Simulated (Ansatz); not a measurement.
`[SH][Ge]([Cl])([Cl])[Cl]` → Cl• + `[SH][Ge]([Cl])[Cl]`•  (homolysis of the Cl–Ge bond)

Calculated with Ansatz (gas phase, PBE0-D4/def2-TZVP geometries, no zero-point term in ΔE). CBS: MP2 limit from def2 TZ/QZ plus the TZ coupled-cluster correction, frozen cores. This one scheme is used for every species, atoms too. DFT in def2-TZVPP. HSE06 is defined as in plane-wave codes. No spin–orbit coupling; open shells (•) take unrestricted orbitals. Spin–orbit coupling would lower the free atoms: a little for Cl. For Ge outer-core shells are correlated without core-valence functions, so the limit isn't a true one: a few kJ/mol of doubt a bond, and 10 to 20 or more in all where bonds break to atoms. Scalar relativity is left out up to krypton. One conformer a species, not always the lowest.

| level | ΔE (kcal/mol) | difference from CCSD(T)/CBS |
| --- | --- | --- |
| LDA (SPW92) | 102.3 | 7.9 |
| revPBE-D4 | 86.7 | -7.7 |
| r2SCAN-D4 | 89.8 | -4.6 |
| B97M-V | 93.0 | -1.4 |
| PBE0-D4 | 90.7 | -3.7 |
| r2SCANh-D4 | 89.6 | -4.8 |
| ωB97M-V | 92.4 | -2.0 |
| PBE-QIDH | 94.0 | -0.4 |
| revPBE | 82.0 | -12.4 |
| r2SCAN | 89.2 | -5.2 |
| PBE0 | 88.9 | -5.5 |
| HSE06 | 88.9 | -5.5 |
| CAM-B3LYP | 86.2 | -8.2 |
| LC-ωPBE | 90.4 | -4.0 |
| SCS-MP2/def2-TZVPP | 94.5 | 0.1 |
| HF/def2-QZVPP | 67.1 | -27.3 |
| CCSD(T)/CBS | 94.4 | 0 |

Largest T1 diagnostic among the species: 0.013.

From BLYP to BHLYP (50 % exact exchange), in def2-TZVPP and without D4, ΔE moves by +5.3 kcal/mol. Leaving LDA and LC-ωPBE aside and taking each functional with its dispersion term where it has one, the values, not all of them listed here, spread over 11.2 kcal/mol, from BLYP-D4 to PBE-QIDH. LDA lies +15.2 kcal/mol from PBE without D4, its usual overbinding. The D4 term adds +3.4 kcal/mol with B3LYP and +1.9 kcal/mol with PBE0; it sums over pairs of atoms, weighted by their polarisabilities, and B3LYP, whose exchange is more repulsive, gets the larger term.

B3LYP here is the variant with VWN-RPA as its local correlation; programs differ in this.

CCSD(T)/CBS has its own doubt, a few kJ/mol and more with outer-core shells, so smaller differences from it don't rank the levels.
